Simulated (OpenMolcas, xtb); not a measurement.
# How methods differ on C2H7NSi (SMILES C=N[SiH2]C)

The species is C2H7NSi (11 atoms), meant as a singlet with charge 0. As SMILES, `C=N[SiH2]C`. Geometry: relaxed at PBE0-D4/def2-TZVP. This is one conformer, not always the lowest.

```xyz
11

C    -0.7632    2.0272    0.3899
N    -0.7495    1.0016   -0.3364
Si   -0.3792   -0.6028    0.2474
C     1.0686   -1.2710   -0.7132
H    -0.9977    3.0090   -0.0395
H    -0.5503    2.0236    1.4719
H    -0.0751   -0.5816    1.7134
H    -1.5904   -1.4347    0.0234
H     0.8495   -1.2702   -1.7830
H     1.2928   -2.2960   -0.4079
H     1.9599   -0.6622   -0.5455
```

Quantity: the dipole moment, in D. The values are calculated.

```tsv
level	kind	program	value (D)
GFN2-xTB	semi-empirical	xtb	1.17
GFN1-xTB	semi-empirical	xtb	1.52
HF/6-31G* (spherical functions)	Hartree–Fock	OpenMolcas	1.48
SVWN5/6-31G* (spherical functions)	LDA	OpenMolcas	1.12
revPBE/6-31G* (spherical functions)	GGA	OpenMolcas	1.09
r2SCAN/6-31G* (spherical functions)	meta-GGA	OpenMolcas	1.16
M06-2X/6-31G* (spherical functions)	hybrid meta-GGA	OpenMolcas	1.21
```

The values span 1.09 to 1.52 D. Magnitudes only.
